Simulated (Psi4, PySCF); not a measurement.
Input for PySCF:
```python
from pyscf import gto, scf, dft

mol = gto.M(
    atom='''
C     0.003336   -0.168612   -1.162041
C    -0.000512    0.025874    0.178321
N    -0.003815    0.192819    1.328877
H     0.932323   -0.249064   -1.696896
H    -0.922563   -0.244247   -1.702920
''',
    basis='def2-svpd',
    charge=0,
    spin=1,
    verbose=4,
)

mf = dft.UKS(mol)
mf.xc = 'bhandhlyp'
mf.grids.atom_grid = (99, 590)
mf.grids.prune = None
mf.kernel()
```

Problem. Write the same job for Psi4.

Solution. Several could match; the one computed here: 
```
memory 2 GB

molecule mol {
0 2
C     0.003336   -0.168612   -1.162041
C    -0.000512    0.025874    0.178321
N    -0.003815    0.192819    1.328877
H     0.932323   -0.249064   -1.696896
H    -0.922563   -0.244247   -1.702920
}

set {
  basis def2-svpd
  reference uks
  scf_type pk
  puream true
  d_convergence 1e-8
  dft_radial_points 99
  dft_spherical_points 590
}

energy('bhhlyp')
print_variables()
```

Both were run: PySCF gave -131.918919 Eh and Psi4 -131.918919 Eh, 0.000 mEh apart.
